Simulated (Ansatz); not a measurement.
`CC1CCCCC1`, relaxed with RKS PBE0-D4/def2-TZVP in Ansatz 0.2.0 from a PBE-D4/def2-SVP geometry. The force threshold is 0.005 eV/Å; the program also tests the step.

Charge 0, multiplicity 1.

Start:

```xyz
21

C    -0.892    1.865   -0.183
C    -1.094    0.359   -0.412
C    -1.037   -0.449    0.903
C     0.383   -0.558    1.478
C     1.360   -1.138    0.445
C     1.338   -0.332   -0.862
C    -0.087   -0.224   -1.427
H     0.103    2.100    0.246
H    -1.654    2.268    0.515
H    -0.978    2.427   -1.136
H    -2.113    0.231   -0.840
H    -1.726   -0.003    1.653
H    -1.418   -1.476    0.705
H     0.740    0.447    1.796
H     0.375   -1.182    2.396
H     2.389   -1.179    0.861
H     1.071   -2.191    0.225
H     1.747    0.686   -0.672
H     2.011   -0.794   -1.614
H    -0.090    0.385   -2.357
H    -0.429   -1.241   -1.721
```

```
step  energy (eV)  largest force (eV/Å)  largest move (Å)
   1   -7481.9614                 0.517             0.000
   2   -7482.0367                 0.163             0.031
   3   -7482.0434                 0.015             0.009
   4   -7482.0435                 0.004             0.003
```

End:

```xyz
21

C    -0.877    1.844   -0.180
C    -1.087    0.352   -0.409
C    -1.030   -0.447    0.895
C     0.379   -0.548    1.464
C     1.346   -1.127    0.440
C     1.325   -0.324   -0.853
C    -0.088   -0.223   -1.416
H     0.105    2.066    0.243
H    -1.627    2.240    0.511
H    -0.962    2.398   -1.118
H    -2.091    0.229   -0.831
H    -1.708   -0.003    1.632
H    -1.402   -1.460    0.701
H     0.730    0.444    1.773
H     0.371   -1.163    2.369
H     2.360   -1.165    0.850
H     1.058   -2.164    0.222
H     1.724    0.680   -0.664
H     1.988   -0.780   -1.595
H    -0.092    0.380   -2.330
H    -0.421   -1.228   -1.705
```

It took 19 s on 2 threads of an AMD EPYC 7R13 on a shared host and a share of an NVIDIA H100 80 GB, with 0.93 GiB of host memory at the peak.
